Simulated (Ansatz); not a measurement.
The cluster KBi₂, relaxed as a doublet with UKS r2SCAN-D4/def2-TZVP in Ansatz, starting from the GFN2-xTB geometry. Force threshold 0.02 eV/Å.

In the def2 sets Bi takes a core potential; there is no spin–orbit coupling. The structure comes from a short search, and lower isomers may exist.

Start:

```csv
atom,x (Å),y (Å),z (Å)
K1,-1.0045,-1.6132,-0.8692
Bi2,0.7116,0.0564,1.5558
Bi3,0.2930,1.5568,-0.6866
```

| step | energy (eV) | largest force component (eV/Å) | SCF passes |
| --- | --- | --- | --- |
| 1 | -28012.3683 | 0.204 | 45 |
| 2 | -28012.3755 | 0.109 | 31 |
| 3 | -28012.3785 | 0.011 | 27 |

Force components are those of the run's own axes.

End:

```xyz
3

K    -1.0284   -1.6493   -0.8918
Bi    0.7266    0.0712    1.5767
Bi    0.3018    1.5780   -0.6850
```

By distances, no bond broke or formed. The bond that changes most is K1–Bi2, from 3.41 to 3.48 Å (atoms count from 1).

No frequencies were taken in this run, so the end may be a saddle point.

Hardware: 4 threads of Intel Xeon on a shared host. Wall time 15 s.
